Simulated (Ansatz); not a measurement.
```yaml
crystal:
  periodic: [true, true, true]
  atoms:
    - {symbol: C, position_ang: [1.225411, -1.780786, 0.045989]}
    - {symbol: C, position_ang: [0.659049, -0.694750, -0.864263]}
    - {symbol: Si, position_ang: [-0.416623, 0.560814, 0.020768]}
    - {symbol: N, position_ang: [0.608004, 1.316625, 1.181192]}
    - {symbol: N, position_ang: [-1.177906, 1.466569, -1.230376]}
    - {symbol: N, position_ang: [-1.727998, 0.000935, 0.973496]}
    - {symbol: H, position_ang: [0.422707, -2.343417, 0.530663]}
    - {symbol: H, position_ang: [1.840755, -2.497180, -0.505114]}
    - {symbol: H, position_ang: [1.841289, -1.353312, 0.840798]}
    - {symbol: H, position_ang: [0.059385, -1.144918, -1.663058]}
    - {symbol: H, position_ang: [1.476878, -0.165445, -1.370820]}
    - {symbol: H, position_ang: [1.557671, 1.552508, 0.944101]}
    - {symbol: H, position_ang: [0.223992, 1.981908, 1.832893]}
    - {symbol: H, position_ang: [-0.686214, 1.649860, -2.089645]}
    - {symbol: H, position_ang: [-1.796958, 2.227624, -1.001010]}
    - {symbol: H, position_ang: [-2.565555, -0.338436, 0.531786]}
    - {symbol: H, position_ang: [-1.562888, -0.438999, 1.862901]}
basis:
  gaussian: {orbitals: def2-TZVPP, fitting: {mean_field: def2-universal-jkfit}}
hamiltonian: {xc: {name: B97M-V}}
```

```sh
$ ansatz run in.yaml --threads 8 --pin off --events-out ev --progress --plain --max-ram 18278MiB
```

Shortened log:

```
Error: YAML parse error: error: line 2 column 3: crystal: missing field `lattice` (a structure is typed as `lattice` and `atoms`, a molecule's as `atoms` in Å alone, or read from a run's directory, `checkpoint`)
 --> <input>:2:3
1 | crystal:
2 |   periodic: [true, true, true]
3 |   atoms:
4 |     - {symbol: C, position_ang: [1.225411, -1.780786, 0.045989]}
```

Question: What is wrong with this run?

Answer: The molecule is marked periodic without a cell. The program refused the input.
